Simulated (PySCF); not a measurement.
Molecule: SMILES [SiH3][SiH2][SiH2][SiH2][SiH3], H$_{12}$Si$_{5}$.

Molfile (atoms numbered from 1):
```
H12Si5
     RDKit          3D

 17 16  0  0  0  0  0  0  0  0999 V2000
    2.2968    0.9203   -0.9328 Si  0  0  0  0  0  4  0  0  0  0  0  0
    1.6839   -0.9943    0.2745 Si  0  0  0  0  0  4  0  0  0  0  0  0
    0.0401   -0.4051    1.8459 Si  0  0  0  0  0  4  0  0  0  0  0  0
   -2.0587   -0.5631    0.8114 Si  0  0  0  0  0  4  0  0  0  0  0  0
   -2.0566    0.5497   -1.2538 Si  0  0  0  0  0  4  0  0  0  0  0  0
    1.1102    1.5241   -1.6109 H   0  0  0  0  0  0  0  0  0  0  0  0
    3.3327    0.6064   -1.9644 H   0  0  0  0  0  0  0  0  0  0  0  0
    2.8562    1.9246    0.0239 H   0  0  0  0  0  0  0  0  0  0  0  0
    2.9026   -1.5340    0.9564 H   0  0  0  0  0  0  0  0  0  0  0  0
    1.1438   -2.0478   -0.6420 H   0  0  0  0  0  0  0  0  0  0  0  0
    0.2806    0.9998    2.3047 H   0  0  0  0  0  0  0  0  0  0  0  0
    0.0886   -1.3102    3.0375 H   0  0  0  0  0  0  0  0  0  0  0  0
   -2.3478   -2.0124    0.5685 H   0  0  0  0  0  0  0  0  0  0  0  0
   -3.1332   -0.0030    1.6907 H   0  0  0  0  0  0  0  0  0  0  0  0
   -1.1216   -0.1447   -2.1920 H   0  0  0  0  0  0  0  0  0  0  0  0
   -3.4264    0.5491   -1.8528 H   0  0  0  0  0  0  0  0  0  0  0  0
   -1.6053    1.9646   -1.0845 H   0  0  0  0  0  0  0  0  0  0  0  0
  1  2  1  0
  2  3  1  0
  3  4  1  0
  4  5  1  0
  1  6  1  0
  1  7  1  0
  1  8  1  0
  2  9  1  0
  2 10  1  0
  3 11  1  0
  3 12  1  0
  4 13  1  0
  4 14  1  0
  5 15  1  0
  5 16  1  0
  5 17  1  0
M  END
```

Geometry PBE0-D3(BJ)/def2-SVP throughout; GIAO in PySCF 2.14, gas phase, one conformer, non-relativistic; equivalent atoms averaged; functional PBE0.

Q: How do the shifts δ (against TMS at the same level) depend on the basis set? (ppm; last column core-seconds on shared hosts with different chips, so compare them loosely)

A: 
```tsv
basis set	functions	Si3	Si2/Si4	Si1/Si5	H6/H7/H8/H15/H16/H17	H11/H12	H9/H10/H13/H14	core-s
STO-3G	57	-74.9	-78.5	-81.1	1.47	1.35	1.35	5.2
6-31G	89	-86.4	-87.4	-77.7	3.30	3.12	3.08	9.7
pcSseg-0	89	-166.8	-174.4	-153.7	3.23	3.05	2.98	7.7
6-31G*	114	-81.6	-81.5	-67.5	3.81	3.73	3.66	13
def2-SVP	150	-110.4	-112.0	-97.3	3.61	3.59	3.49	16
cc-pVDZ	150	-96.9	-98.0	-87.5	3.63	3.64	3.53	18
pcSseg-1	180	-113.7	-115.6	-102.3	3.64	3.60	3.51	36
aug-cc-pVDZ	243	-97.2	-97.6	-94.1	3.79	3.80	3.69	39
6-311+G(2d,p)	247	-112.5	-114.4	-102.3	3.94	3.94	3.84	37
def2-TZVP	257	-116.2	-118.5	-105.1	3.93	3.95	3.84	40
```

Q: Which nucleus moves most, in ppm?

A: Si2/Si4 (silicon bonded to 2 Si, 2 H): from -174.4 ppm with pcSseg-0 to -78.5 ppm with STO-3G. The smallest spread is 2.47 ppm, at H6/H7/H8/H15/H16/H17.

Q: Taking the largest basis, def2-TZVP (257 functions), as the yardstick, rank the others by their worst heavy-atom deviation.

A: pcSseg-1 2.9 ppm (180 functions), 6-311+G(2d,p) 4.1 ppm (247 functions), def2-SVP 7.8 ppm (150 functions), cc-pVDZ 20.5 ppm (150 functions), aug-cc-pVDZ 20.9 ppm (243 functions), 6-31G 31.1 ppm (89 functions), 6-31G* 37.6 ppm (114 functions), STO-3G 41.3 ppm (57 functions), pcSseg-0 55.9 ppm (89 functions).

A small basis that lands close on one nucleus may do so by chance; judge by the trend and by all nuclei.
